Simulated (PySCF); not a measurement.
C9H10S, SMILES C=Cc1ccc(SC)cc1, GFN2-xTB optimised geometry.

```
20

C     -1.01    -3.88    -0.02
C     -1.46    -2.63     0.00
C     -0.66    -1.41     0.00
C     -1.31    -0.18     0.00
C     -0.60     1.01     0.00
C      0.78     0.99     0.00
S      1.80     2.44     0.00
C      0.62     3.81     0.07
C      1.45    -0.23     0.00
C      0.74    -1.41     0.00
H      0.04    -4.12    -0.04
H     -1.68    -4.71    -0.01
H     -2.53    -2.46     0.02
H     -2.39    -0.14     0.00
H     -1.15     1.94    -0.01
H      1.22     4.71     0.09
H      0.02     3.74     0.97
H      0.00     3.81    -0.82
H      2.53    -0.24     0.00
H      1.28    -2.34     0.00
```

Density from PBE0/def2-SVP (PySCF) at that geometry.

Minimum of the electron density along straight lines between bonded atoms, close to the bond critical point (lines longer than 1.1 times the sum of covalent radii, or with two minima, are not listed):

| bond | length / Å | ρ at the minimum / e bohr⁻³ | ∇²ρ there / e bohr⁻⁵ | position (fraction from the first atom) |
|---|---|---|---|---|
| C1–C2 | 1.328 | 0.341 | -0.91 | 0.50 |
| C2–C3 | 1.456 | 0.276 | -0.68 | 0.50 |
| C3–C4 | 1.395 | 0.307 | -0.78 | 0.50 |
| C4–C5 | 1.381 | 0.313 | -0.80 | 0.50 |
| C5–C6 | 1.388 | 0.308 | -0.77 | 0.49 |
| C6–S7 | 1.765 | 0.199 | -0.41 | 0.47 |
| S7–C8 | 1.816 | 0.180 | -0.32 | 0.54 |
| C6–C9 | 1.394 | 0.306 | -0.77 | 0.51 |
| C3–C10 | 1.398 | 0.305 | -0.77 | 0.50 |
| C9–C10 | 1.376 | 0.315 | -0.81 | 0.50 |
| C1–H11 | 1.076 | 0.283 | -1.08 | 0.63 |
| C1–H12 | 1.077 | 0.283 | -1.08 | 0.63 |
| C2–H13 | 1.084 | 0.282 | -1.06 | 0.63 |
| C4–H14 | 1.081 | 0.283 | -1.07 | 0.63 |
| C5–H15 | 1.078 | 0.284 | -1.08 | 0.63 |
| C8–H16 | 1.086 | 0.279 | -1.05 | 0.64 |
| C8–H17 | 1.086 | 0.279 | -1.06 | 0.64 |
| C8–H18 | 1.086 | 0.279 | -1.05 | 0.64 |
| C9–H19 | 1.080 | 0.284 | -1.08 | 0.63 |
| C10–H20 | 1.079 | 0.285 | -1.09 | 0.63 |
